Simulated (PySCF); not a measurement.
SMILES CCOB(N)N (C2H9BN2O), GFN2-xTB optimised geometry.

```
15

B     -1.21     0.00     0.00
O      0.16     0.00     0.00
C      0.92     1.19     0.00
C      2.40     0.83     0.01
H      0.69     1.78    -0.90
H      0.68     1.79     0.88
H      2.65     0.24    -0.87
H      3.00     1.74     0.01
H      2.64     0.25     0.90
N     -1.83    -1.26     0.00
H     -1.29    -2.11     0.00
H     -2.82    -1.41     0.01
N     -2.00     1.18     0.00
H     -3.00     1.17     0.00
H     -1.62     2.11    -0.01
```

Density from PySCF with CAM-B3LYP/def2-TZVP at that geometry.

Minimum of the electron density along straight lines between bonded atoms, close to the bond critical point (lines longer than 1.1 times the sum of covalent radii, or with two minima, are not listed):

| bond | length / Å | ρ at the minimum / e bohr⁻³ | ∇²ρ there / e bohr⁻⁵ | position (fraction from the first atom) |
|---|---|---|---|---|
| B1–O2 | 1.375 | 0.203 | 0.82 | 0.33 |
| O2–C3 | 1.403 | 0.266 | [?] | 0.65 |
| C3–C4 | 1.525 | 0.253 | [?] | 0.51 |
| C3–H5 | 1.101 | 0.281 | -0.99 | 0.64 |
| C3–H6 | 1.101 | 0.282 | -0.99 | 0.64 |
| C4–H7 | 1.087 | 0.281 | -0.98 | 0.64 |
| C4–H8 | 1.087 | 0.280 | -0.97 | 0.64 |
| C4–H9 | 1.087 | 0.281 | -0.98 | 0.64 |
| B1–N10 | 1.411 | 0.212 | 0.44 | 0.33 |
| N10–H11 | 1.002 | 0.343 | -1.76 | 0.74 |
| N10–H12 | 1.001 | 0.343 | -1.73 | 0.74 |
| B1–N13 | 1.416 | 0.208 | [?] | 0.33 |
| N13–H14 | 1.002 | 0.343 | -1.72 | 0.74 |
| N13–H15 | 1.002 | 0.343 | -1.74 | 0.74 |

What belongs in the gaps?


- O2–C3, ∇²ρ there / e bohr⁻⁵: -0.59
- C3–C4, ∇²ρ there / e bohr⁻⁵: -0.66
- B1–N13, ∇²ρ there / e bohr⁻⁵: 0.47
